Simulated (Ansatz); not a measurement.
`OP[SiH2][SiH3]` + `NCS[SiH3]` → `NC([SiH3])S[SiH3]` + `OP[SiH3]`  (formal exchange of groups at the Si–Si bond)

Computed with Ansatz on PBE0-D4/def2-TZVP structures; ΔE is electronic, products minus reactants. CBS: MP2 limit from def2 TZ/QZ plus the TZ coupled-cluster correction, frozen cores. DFT in def2-TZVPP. One conformer a species, not always the lowest.

```
             level  ΔE (kJ/mol)
           ωB97M-V          2.3
            B2PLYP          6.5
SCS-MP2/def2-TZVPP          0.8
     MP2/CBS(def2)         -0.1
```

(1) What does CCSD(T)/CBS give? (Best estimate.)

Largest T1 diagnostic among the species: 0.014.

Results:

(1) Computed: +6.5 kJ/mol. The listed levels differ from it by -4.2, 0.0, -5.7, -6.6 kJ/mol.

The D4 term adds −6.6 kJ/mol with B3LYP and −3.5 kJ/mol with PBE0; it sums over pairs of atoms, weighted by their polarisabilities, and B3LYP, whose exchange is more repulsive, gets the larger term. In def2-TZVPP, CCSD(T) changes the Hartree–Fock value by −3.7 kJ/mol (the triples alone add −1.7 kJ/mol) and MP2 by −10.3 kJ/mol.

B3LYP here is the variant with VWN-RPA as its local correlation; programs differ in this.
